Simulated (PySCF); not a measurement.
# Radial density of Ir (iridium, neutral)

UHF, [Xe] 4f14 5d9, 2D determinant (an excited configuration). Computed with PySCF 2.14 in def2-TZVPPD with the def2 core potential (60 electrons) (6s5p3d2f1g, 59 functions), with scalar relativity through the core potential. This is the valence pseudo-density: the core potential removes the inner electrons and smooths the orbitals near the nucleus.

| r (bohr) | 4πr²ρ (e/bohr) | 4πr²(ρα − ρβ) |
| --- | --- | --- |
| 0.139 | 2.385e-05 | 0.0000 |
| 0.234 | 0.0009593 | 0.0001 |
| 0.394 | 0.1064 | 0.0028 |
| 0.662 | 5.394 | 0.1101 |
| 1.11 | 14.17 | 0.6904 |
| 1.87 | 5.297 | 0.5082 |
| 3.15 | 0.9610 | 0.0541 |
| 5.30 | 0.06489 | -0.0071 |
| 8.91 | 0.0002773 | -0.0001 |

⟨L²⟩ = 7.88 against 6 for a pure D term, so this real determinant mixes terms. Energies and moments cover only the electrons outside the core potential. Spin-orbit coupling, absent here, splits the open shell strongly. The s, p, d and f populations moved away from the nominal configuration during the SCF.

Where is the radial spin density 4πr²(ρα − ρβ) most negative, and why is it negative at all?

Around r = 5.30 bohr, down to -0.0071 e/bohr: exchange with the open shell polarises the paired shells in an unrestricted calculation.
